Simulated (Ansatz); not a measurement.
Born–Oppenheimer molecular dynamics of BF₂H₅Si (9 atoms, charge 0, multiplicity 1). It starts at the highest image of a converged band. Of that band: Neighbouring images differ by up to 2.6 eV, so the band resolves the path poorly. A vibrational analysis at the climbing image gives one clearly imaginary mode, 1566i cm⁻¹: a first-order saddle point.

Theory: Ansatz 0.2.0, RHF/def2-SVP.

| Quantity | Value |
| --- | --- |
| ensemble | NVE (velocity Verlet) |
| time step | 0.5 fs |
| steps asked | 200 |
| starting velocities drawn for | 100 K |
| seed | 4725 |

First frame:

```xyz
9
Properties=species:S:1:pos:R:3
B -0.053 -0.199 0.180
H 0.269 0.556 1.261
F 0.882 0.013 -0.765
F -1.345 0.040 -0.113
Si 0.105 -2.332 0.787
H -0.396 -2.905 -0.482
H 1.495 -2.768 1.048
H -0.768 -2.731 1.916
H 0.287 -0.463 1.368
```

How far do the bonds stretch over the last three quarters of this one trajectory? (Pairs bonded in most of those frames.)


```
  bond  mean (Å)  spread (Å)  shortest  longest
 B1–F3     1.312       0.019      1.28     1.34
 B1–F4     1.312       0.023      1.27     1.35
B1–Si5     2.049       0.050      1.95     2.12
 H2–H9     0.752       0.023      0.72     0.78
Si5–H6     1.495       0.020      1.46     1.54
Si5–H7     1.492       0.021      1.45     1.54
Si5–H8     1.485       0.010      1.47     1.51
```

Mean temperature of the second half: 1934 K. The conserved energy stayed within 0.13 meV per atom of its start (net change -0.092 meV per atom), so the integration is sound. The kinetic energy rose, since the run started high on the potential surface and went downhill. It ends in pieces (BF2H3Si + H2), so much of that is their flight and rotation, not heat. A run of 0.1 ps of so small a system gives no equilibrium averages. The orbitals stay closed-shell, which can raise the energy where a bond breaks towards radicals; this wasn't checked here.

Time of the run: 3 min on 1 thread of Arm Neoverse V2 (shared host), peak memory 0.14 GiB.
